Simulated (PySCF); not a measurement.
Run record: excited-state job, `C=C/C=C\C(=C)Br`.

Method: TDDFT PBE0/def2-SVPD, vertical, gas phase, core orbitals frozen in the response (PySCF 2.14.0, density-fitted response routines). Geometry: GFN2-xTB. The input is one job of a driver script: a line of settings, then coordinates in Å.

Command:
```bash
OMP_NUM_THREADS=1 python probes_run.py task.json out
```

Input:
```
{"job": {"kind": "uv", "xc": "PBE0", "basis": "def2-SVPD", "nstates": 6, "ntriplets": 2}, "charge": 0, "multiplicity": 1}
C     -2.848657     0.650099     0.253261
C     -1.555575     0.627881    -0.068408
C     -0.713366    -0.484962     0.285752
C      0.594960    -0.716394     0.068571
C      1.646964     0.026276    -0.581060
C      2.897339    -0.433028    -0.664076
Br     1.323018     1.740564    -1.378860
H     -3.483063     1.478586    -0.008855
H     -3.314688    -0.161347     0.789634
H     -1.134437     1.461340    -0.604538
H     -1.240063    -1.267571     0.821909
H      0.980167    -1.655921     0.451846
H      3.681131     0.121175    -1.149367
H      3.165593    -1.387172    -0.242953
```

Output:
```
coarse grid: 55720 points
cycle   1  E = -2805.8575880675  dE = -2.294e-01  |g| = 3.511e-01  |ddm| = 8.071e+00
cycle   2  E = -2805.8527235771  dE =  4.864e-03  |g| = 3.837e-01  |ddm| = 1.628e+00
cycle   3  E = -2805.8875754838  dE = -3.485e-02  |g| = 1.074e-01  |ddm| = 8.343e-01
cycle   4  E = -2805.8904412511  dE = -2.866e-03  |g| = 3.159e-02  |ddm| = 2.723e-01
cycle   5  E = -2805.8906959222  dE = -2.547e-04  |g| = 1.008e-02  |ddm| = 8.884e-02
cycle   6  E = -2805.8907226671  dE = -2.674e-05  |g| = 3.743e-03  |ddm| = 2.322e-02
cycle   7  E = -2805.8907264743  dE = -3.807e-06  |g| = 6.990e-04  |ddm| = 8.014e-03
final grid: 117928 points
cycle   8  E = -2805.8907371749  dE =  1.038e-07  |g| = 1.024e-03  |ddm| = 1.566e-02
cycle   9  E = -2805.8907365144  dE =  6.605e-07  |g| = 1.799e-03  |ddm| = 4.924e-03
cycle  10  E = -2805.8907374588  dE = -9.443e-07  |g| = 1.898e-04  |ddm| = 3.203e-03
cycle  11  E = -2805.8907374664  dE = -7.677e-09  |g| = 2.623e-05  |ddm| = 3.814e-04
cycle  12  E = -2805.8907374666  dE = -1.442e-10  |g| = 7.388e-06  |ddm| = 6.705e-05
converged SCF energy = -2805.8907374666

Static polarisability (au): isotropic 108.632, principal 60.154 93.975 171.769

Singlet excitations
state   eV       nm        f      main configurations
  1   4.6631    265.9   0.77900   H->L 0.97
  2   5.0572    245.2   0.00008   H->L+1 0.96
  3   5.2172    237.6   0.03820   H-1->L 0.89, H->L+2 0.09
  4   5.2272    237.2   0.00031   H-2->L 0.99
  5   5.9877    207.1   0.04440   H->L+2 0.72, H-3->L 0.19
  6   6.2059    199.8   0.00045   H-1->L+1 0.73, H->L+3 0.21

Triplet excitations (Tamm-Dancoff, eV): 2.4397 3.9254
```

The SCF starts on a coarse grid where the log names one; the energy can jump when the final grid takes over, and dE then counts from the start density on the new grid. H and L stand for HOMO and LUMO; the number after each pair is its weight.

Task: Give S1 in cm⁻¹ and kJ/mol.

Result: 4.6631 eV × 8065.54 = 37610 cm⁻¹; × 96.485 = 449.9 kJ/mol.

Task: Give the mean polarisability as a volume in Å³, and the ratio of the largest to the smallest principal value.

Result: 108.632 au × 0.148185 = 16.10 Å³; 171.769/60.154 = 2.86.

Main results: HOMO -6.52 eV, LUMO -1.76 eV; lowest singlet 4.66 eV; lowest triplet 2.44 eV (Tamm–Dancoff); mean polarisability 108.6 au.

 Relativistic effects, spin–orbit coupling among them, are left out although an element past zinc is present.

Task: How long does this job take on Arm Neoverse V1, one thread, on a shared host? And the peak memory of the process?

Result: About 51 s, with 1.1 GiB resident at the peak, the Python interpreter and its libraries included.

One conformer stands for the species.
Labels such as C1 count atoms from 1, the log's own numbers from 0.
